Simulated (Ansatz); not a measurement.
`C[SiH](C)[AlH][NH2]` + `CO[SiH2]SC` → `CS[SiH2][AlH][NH2]` + `CO[SiH](C)C`  (redistribution)

Calculated with Ansatz (gas phase, PBE0-D4/def2-TZVP geometries, no zero-point term in ΔE). CCSD(T)/CBS is the MP2 limit (def2-TZVPP, def2-QZVPP) plus CCSD(T) − MP2 in def2-TZVPP, frozen cores. DFT in def2-TZVPP. B3LYP here is the variant with VWN-RPA as its local correlation; programs differ in this. One conformer a species, not always the lowest.

(1) Is it downhill or uphill in electronic energy at CCSD(T)/CBS, and by how much? (An estimate is asked.)

(2) What do these levels give: PBE-D4, r2SCAN-D4, B3LYP-D4, PBE0, HF/def2-QZVPP, HF/CBS(def2)? (Estimate.)

Largest T1 diagnostic among the species: 0.012.

Results:

(1) Computed: Downhill: ΔE = -1.9 kcal/mol.

(2) Ansatz gave: PBE-D4 -2.0, r2SCAN-D4 -2.4, B3LYP-D4 -2.2, PBE0 -2.0, HF/def2-QZVPP -1.9, HF/CBS(def2) -1.9 kcal/mol.
